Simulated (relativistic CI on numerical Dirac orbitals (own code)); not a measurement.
Method of calculation: Dirac-Coulomb-Breit CI, orbitals from a KLI potential per configuration, QED by a radiative potential, unscaled Slater integrals (own radial code, finite nucleus).

The strongest absorption lines from the ground level of an ion, among the configurations computed and to levels below about 103 eV (vacuum wavelength in Å, gf): 161.42 (0.6), 170.47 (2.1), 185.39 (11), 185.54 (0.66), 188.68 (0.74), 191.23 (4), 200.56 (12), 322.26 (0.57).

(1) Which ion is it?
A. Pd9+
B. Ru5+
C. Cd11+
D. Ru7+

Results:

(1) D. Ru7+ has 37 electrons and the ground level 4s²4p⁶4d ²D3/2; the strongest line goes to 4s²4p⁵4d² ²F°5/2. The pattern of lines fixes the number of electrons, and along that sequence the line energies rise steadily with the charge (about as its square where n changes within one kind of shell, about linearly where n is kept but much faster in heavy ions where fine structure, which grows about as Z⁴, sets the gap, and irregularly where shells cross), which fixes Z. Configurations outside the model, such as inner-shell arrays, can give stronger lines. At this charge configurations can still be misplaced by up to about 7 % of their energy.

LS names give the leading component of a level, which can be under half, so a name can repeat, a term be missing and a line seem to break the LS rules.
